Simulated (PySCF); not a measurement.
Magnetic susceptibility: `C[C@@H]1C[C@@](C)(F)C[C@H]1F`, C7H12F2

Geometry:
```tsv
atom	x (Å)	y (Å)	z (Å)
C1	2.419	0.492	0.735
C2	1.246	0.162	-0.174
C3	0.005	1.022	0.069
C4	-1.160	0.235	-0.548
C5	-2.494	0.458	0.148
F6	-1.315	0.665	-1.868
C7	-0.708	-1.236	-0.573
C8	0.703	-1.258	0.021
F9	1.494	-2.192	-0.610
H10	2.761	1.509	0.559
H11	2.131	0.399	1.781
H12	3.245	-0.189	0.541
H13	1.554	0.254	-1.220
H14	0.086	2.008	-0.385
H15	-0.161	1.141	1.141
H16	-2.441	0.121	1.179
H17	-3.274	-0.093	-0.371
H18	-2.747	1.516	0.129
H19	-0.658	-1.579	-1.607
H20	-1.395	-1.881	-0.030
H21	0.699	-1.538	1.082
```

The calculation used GIAO PBE0/pcSseg-1 magnetisability, rotational g tensor and spin-rotation constants, non-relativistic, gas phase in PySCF 2.14.0. Geometry: GFN2-xTB.

Q: How diamagnetic is it, and how anisotropic?

A: Isotropic -1472 × 10⁻³⁰ J/T², or -88.7 × 10⁻⁶ cm³/mol; principal values -1516, -1478, -1423 × 10⁻³⁰ J/T², anisotropy 81 × 10⁻³⁰ J/T² (root of half the summed squared differences of the principal values). The susceptibility is in cgs units.

Q: Split it along the inertial axes a, b, c into diamagnetic and paramagnetic parts about the centre of mass, with the quadrupole moment.

A: 
| axis | χ (10⁻⁶ cm³/mol) | diamagnetic (10⁻⁶ cm³/mol) | paramagnetic (10⁻⁶ cm³/mol) | summed x² of all electrons (Å²) | quadrupole Θ (D Å) |
| --- | --- | --- | --- | --- | --- |
| a | -91.2 | -621.3 | 530.1 | 212.2 | -4.27 |
| b | -87.2 | -1104.9 | 1017.6 | 98.2 | +1.81 |
| c | -87.5 | -1316.8 | 1229.3 | 48.2 | +2.47 |

Anisotropies 2χaa − χbb − χcc = -7.7 and 2χbb − χaa − χcc = +4.3 × 10⁻⁶ cm³/mol. Θ is traceless in Buckingham's convention.

Q: And the rotational g tensor?

A: 
```csv
axis,rotational constant (GHz),g,nuclear part,electronic part
a,2.4152,-0.0067,0.5947,-0.6015
b,1.1972,-0.0076,0.5647,-0.5723
c,0.9908,-0.0063,0.5658,-0.5722
```
Asymmetric top; isotopes 12C, 19F, 1H; no vibrational averaging.
